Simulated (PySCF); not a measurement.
H₃OSi, SMILES [OH+]=[SiH2], charge +1.

The structure is a stationary point at r2SCAN-D4/def2-TZVP. The isomer is the one that the SMILES or the coordinates give; other isomers of the formula were not compared.

Method: PBE/def2-TZVPD (PySCF).

```yaml
total_energy: -366.04197 hartree
point_group: Cs
highest_occupied_level: -15.25 eV
lowest_empty_level: -9.83 eV
orbital_gap: 5.42 eV
dipole_moment_about_the_centre_of_nuclear_charge: 1.87 D
mean_static_polarisability: 24.4 bohr³ (3.62 Å³)
polarisability_principal_values: 19.6, 25.4, 28.3 bohr³
```
